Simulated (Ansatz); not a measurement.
CH7F2NSi2 (`C[SiH](F)N[SiH2]F`). Total charge 0; spin multiplicity 1. The geometry is a stationary point of PBE0-D4/def2-TZVP. It is one conformer, not always the lowest.

```xyz
13

C    -1.912   -1.064   -0.479
Si   -0.614   -0.374    0.644
F    -0.365   -1.459    1.798
N     0.849   -0.056   -0.199
Si    1.901    1.279   -0.015
F     1.610    2.416   -1.105
H    -2.170   -0.343   -1.258
H    -1.563   -1.981   -0.962
H    -2.819   -1.307    0.080
H    -1.004    0.884    1.320
H     1.117   -0.734   -0.900
H     3.301    0.856   -0.237
H     1.669    1.884    1.313
```

Problem. What is the dipole moment at PBE/def2-TZVPP? (Estimate.)

Solution. The calculation gave: 1.70 D, with components (-0.52, -1.14, -1.16) D in this frame, pointing from negative to positive charge.

Problem. And with r2SCAN, B3LYP, ωB97M-V? (Best estimate.)

Solution. Ansatz gave: r2SCAN 1.71 D, B3LYP 1.64 D, ωB97M-V 1.67 D.

Problem. Give the Mulliken charges with PBE, r2SCAN, ωB97M-V in def2-TZVPP. (Best estimate.)

Solution. The calculation gave: 
```tsv
atom	PBE	r2SCAN	ωB97M-V
C1	-0.39	-0.32	-0.46
Si2	0.54	0.66	0.60
F3	-0.28	-0.33	-0.32
N4	-0.27	-0.40	-0.34
Si5	0.49	0.62	0.51
F6	-0.28	-0.33	-0.32
H7	0.11	0.08	0.13
H8	0.10	0.07	0.12
H9	0.11	0.08	0.12
H10	-0.10	-0.10	-0.06
H11	0.13	0.13	0.10
H12	-0.08	-0.09	-0.05
H13	-0.08	-0.09	-0.04
```

B3LYP here is the variant with VWN-RPA as its local correlation; programs differ in this.
